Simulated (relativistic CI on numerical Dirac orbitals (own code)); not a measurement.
**d1 to d9 in one octahedral field**

Computed with a parametric ligand-field model without spin-orbit coupling, by exact diagonalisation: B = 650, C = 2670, 10Dq = 9400 cm⁻¹ (Oh; |10Dq|/B = 14.5) for every shell. Energies in cm⁻¹; the field energy is (0.6 n_e − 0.4 n_t2) × 10Dq of the ground term; g labels are left out.

```
Shell  Ground term  Electrons in e  Field energy  First spin-allowed bands  Lowest term of other spin
   d1          2T2           0.000         -3760                   2E 9400                           
   d2          3T1           0.055         -7004       3T2 8389, 3T1 17129                   1T2 9634
   d3          4A2           0.000        -11280       4T2 9400, 4T1 14690                   2E 12523
   d4           5E           1.000         -5640                  5T2 9400                   3T1 6380
   d5          6A1           2.000             0                      none                  4T1 12443
   d6            ?               ?             ?                         ?                          ?
   d7          4T1           2.055         -7004       4T2 8389, 4T1 17129                    2E 3408
   d8          3A2           2.000        -11280       3T2 9400, 3T1 14690                   1E 10283
   d9           2E           3.000         -5640                  2T2 9400
```

Question: Fill in the row of d6.

Answer: Ground term: 5T2; Electrons in e: 2.000; Field energy: -3760; First spin-allowed bands: 5E 9400; Lowest term of other spin: 1A1 3701. Every shell keeps the spin of the free ion. Only d4 to d7 can choose; the field needed to pair spins is smallest for d6 and largest for d5, which loses most exchange energy. In the strong-field picture 10Dq must exceed about 6B + 5C = 17250 (d4), 7.5B + 5C = 18225 (d5), 2.5B + 4C = 12305 (d6) and 4B + 4C = 13280 (d7); mixing of terms shifts these bounds somewhat. High-spin d^(n+5) repeats the spin-allowed bands of d^n, since the half-filled shell is spherical.
